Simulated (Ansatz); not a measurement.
Stepwise reaction of `[OH][Mo]([OH])([OH])([OH])=[S]` with hydrogen fluoride, as a gas-phase model of exchange steps in deposition or etching. ΔE in kJ/mol; ΔG adds harmonic PBE0-D4 terms to CCSD(T)/CBS, at 1 bar.

Isolated molecules relaxed with PBE0-D4/def2-TZVP in Ansatz; ΔE leaves out vibrations. CCSD(T)/CBS is the MP2 limit (def2-TZVPP, def2-QZVPP) plus CCSD(T) − MP2 in def2-TZVPP, frozen cores. This one scheme is used for every species. Functionals use def2-TZVPP. B3LYP here is the variant with VWN-RPA as its local correlation; programs differ in this. def2 core potentials past Kr. For Mo outer-core shells are correlated without core-valence functions, which leaves a few kJ/mol of doubt a bond. One conformer a species, not always the lowest.

```tsv
step	reaction	PBE-D4	B3LYP-D4	ωB97M-V	CCSD(T)/CBS	ΔG(400 K)
1	`[OH][Mo]([OH])([OH])([OH])=[S]` + H–F → `[OH][Mo]([OH])([OH])([F])=[S]` + H₂O	-79.5	-84.1	-84.7	-61.7	-65.5
2	`[OH][Mo]([OH])([OH])([F])=[S]` + H–F → `[OH][Mo]([OH])([F])([F])=[S]` + H₂O	-27.8	-26.7	-27.9	-19.7	-20.5
3	`[OH][Mo]([OH])([F])([F])=[S]` + H–F → `[OH][Mo]([F])([F])([F])=[S]` + H₂O	-26.8	-26.2	-27.0	-17.7	-22.1
4	`[OH][Mo]([F])([F])([F])=[S]` + H–F → `[F][Mo]([F])([F])([F])=[S]` + H₂O	-27.6	-26.2	-29.0	-22.5	-15.1
```

**Question.** By hand: ΔE of the 4 steps together at CCSD(T)/CBS.

**Answer.** (-61.7) + (-19.7) + (-17.7) + (-22.5) = -121.6 kJ/mol, or -30.4 kJ/mol a step.

In ΔE step 1 is the lowest and step 3 the highest. All are downhill at CCSD(T)/CBS. ΔG lies between -65.5 and -15.1 kJ/mol a step. PBE-D4 differs from CCSD(T)/CBS by -17.8 to -5.1 kJ/mol a step. Only this route is followed, and other bonds may react first. Isolated molecules leave out the surface, adducts and barriers. Largest T1 diagnostic: 0.025.
